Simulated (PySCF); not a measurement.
A calculated (PBE, PySCF 2.14, x2c-QZVPPall, scalar relativity by spin-free X2C-1e) atom or ion has these occupied shells.

```json
{"shell": "1s α", "electrons": "1", "orbital energy (eV)": "-21907.3", "rms radius, mean of both spins (bohr)": "0.0384"}
{"shell": "1s β", "electrons": "1", "orbital energy (eV)": "-21907.3", "rms radius, mean of both spins (bohr)": "0.0384"}
{"shell": "2s α", "electrons": "1", "orbital energy (eV)": "-3154.7", "rms radius, mean of both spins (bohr)": "0.158"}
{"shell": "2s β", "electrons": "1", "orbital energy (eV)": "-3154.1", "rms radius, mean of both spins (bohr)": "0.158"}
{"shell": "2p α", "electrons": "3", "orbital energy (eV)": "-2826.8", "rms radius, mean of both spins (bohr)": "0.140"}
{"shell": "2p β", "electrons": "3", "orbital energy (eV)": "-2826.4", "rms radius, mean of both spins (bohr)": "0.140"}
{"shell": "3s α", "electrons": "1", "orbital energy (eV)": "-559.46", "rms radius, mean of both spins (bohr)": "0.431"}
{"shell": "3s β", "electrons": "1", "orbital energy (eV)": "-559.14", "rms radius, mean of both spins (bohr)": "0.431"}
{"shell": "3p α", "electrons": "3", "orbital energy (eV)": "-451.60", "rms radius, mean of both spins (bohr)": "0.434"}
{"shell": "3p β", "electrons": "3", "orbital energy (eV)": "-451.24", "rms radius, mean of both spins (bohr)": "0.434"}
{"shell": "3d α", "electrons": "5", "orbital energy (eV)": "-277.74", "rms radius, mean of both spins (bohr)": "0.420"}
{"shell": "3d β", "electrons": "5", "orbital energy (eV)": "-277.20", "rms radius, mean of both spins (bohr)": "0.420"}
{"shell": "4s α", "electrons": "1", "orbital energy (eV)": "-81.873", "rms radius, mean of both spins (bohr)": "1.08"}
{"shell": "4s β", "electrons": "1", "orbital energy (eV)": "-79.050", "rms radius, mean of both spins (bohr)": "1.08"}
{"shell": "4p α", "electrons": "3", "orbital energy (eV)": "-51.909", "rms radius, mean of both spins (bohr)": "1.20"}
{"shell": "4p β", "electrons": "3", "orbital energy (eV)": "-48.880", "rms radius, mean of both spins (bohr)": "1.20"}
{"shell": "4d α", "electrons": "5", "orbital energy (eV)": "-10.011", "rms radius, mean of both spins (bohr)": "1.75"}
{"shell": "4d β", "electrons": "1", "orbital energy (eV)": "-7.377", "rms radius, mean of both spins (bohr)": "1.75"}
{"shell": "5s α", "electrons": "1", "orbital energy (eV)": "-6.702", "rms radius, mean of both spins (bohr)": "3.27"}
{"shell": "5p α", "electrons": "1", "orbital energy (eV)": "-2.614", "rms radius, mean of both spins (bohr)": "4.51"}
```

Name the element and its charge.

Ru (ruthenium, neutral), in [Kr] 4d6 5s1 5p1, one real determinant (an excited configuration).
